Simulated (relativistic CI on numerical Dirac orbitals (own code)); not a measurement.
d4 in a ligand field

Computed with a parametric ligand-field model of a d^n configuration (Racah B and C, spin-orbit zeta, crystal field), exact diagonalisation.

Field parameters in Wybourne normalisation: D3d B²₀ = −7Dσ, B⁴₀ = −14Dq − 21Dτ, B⁴₃ = −14√(10/7) Dq; D4h B²₀ = −7Ds, B⁴₀ = 21(Dq − Dt), B⁴₄ = 21√(5/14) Dq; Oh B⁴₀ = 21Dq, B⁴₄ = √(5/14) B⁴₀; Td as Oh with Dq negative (B⁴₀ = 21Dq, B⁴₄ = √(5/14) B⁴₀). The field is a parameter set, without covalency.

Problem. Ground term and bands for B = 910, C = 3420, ζ = 0 cm⁻¹, D4h, 10Dq = 23100, Ds = 3000, Dt = 650 cm⁻¹?

Solution. Ground term 5B1 with 1.00 electrons in the two orbitals of the cubic e set. Spin-allowed: 5A1 15250 cm⁻¹ (656 nm), 5B2 23100 cm⁻¹ (433 nm), 5E 28850 cm⁻¹ (347 nm). Lowest spin-forbidden: 3E 7410 cm⁻¹ (1350 nm), 3A2 12459 cm⁻¹ (803 nm), 1A1 15708 cm⁻¹ (637 nm).

Problem. Ground term and bands for B = 630, C = 2320, ζ = 0 cm⁻¹, D4h, 10Dq = 35350, Ds = 3000, Dt = 390 cm⁻¹?

Solution. Ground term 3E with 0.01 electrons in the two orbitals of the cubic e set. Spin-allowed: 3A2 6897 cm⁻¹ (1450 nm), 3B1 26733 cm⁻¹ (374 nm), 3A2 27984 cm⁻¹ (357 nm), 3E 28805 cm⁻¹ (347 nm). Lowest spin-forbidden: 1A1 3425 cm⁻¹ (2920 nm), 1E 7346 cm⁻¹ (1361 nm), 5B1 13621 cm⁻¹ (734 nm).

Problem. Ground term and bands for B = 420, C = 2120, ζ = 0 cm⁻¹, Oh, 10Dq = 7250 cm⁻¹?

Solution. Ground term 5E with 1.00 electrons in the two orbitals of the cubic e set. Spin-allowed: 5T2 7250 cm⁻¹ (1379 nm). Lowest spin-forbidden: 3T1 4843 cm⁻¹ (2065 nm), 1T2 10423 cm⁻¹ (959 nm), 3E 10559 cm⁻¹ (947 nm).

Problem. Ground term and bands for B = 420, C = 1730, ζ = 0 cm⁻¹, D3d, 10Dq = 24450, Dσ = 190, Dτ = 330 cm⁻¹?

Solution. Ground term 3A2 with 0.01 electrons in the two orbitals of the cubic e set. Spin-allowed: 3E 2852 cm⁻¹, 3A1 24829 cm⁻¹ (403 nm), 3E 25067 cm⁻¹ (399 nm), 3E 26140 cm⁻¹ (383 nm). Lowest spin-forbidden: 1E 5387 cm⁻¹ (1856 nm), 1A1 7899 cm⁻¹ (1266 nm), 1E 8562 cm⁻¹ (1168 nm).

Problem. Ground term and bands for B = 470, C = 2160, ζ = 0 cm⁻¹, Td, 10Dq = -8500 cm⁻¹?

Solution. Ground term 5T2 with 2.00 electrons in the two orbitals of the cubic e set. Spin-allowed: 5E 8500 cm⁻¹ (1176 nm). Lowest spin-forbidden: 1A1 1055 cm⁻¹, 3T1 3675 cm⁻¹ (2721 nm), 3T2 6170 cm⁻¹ (1621 nm).
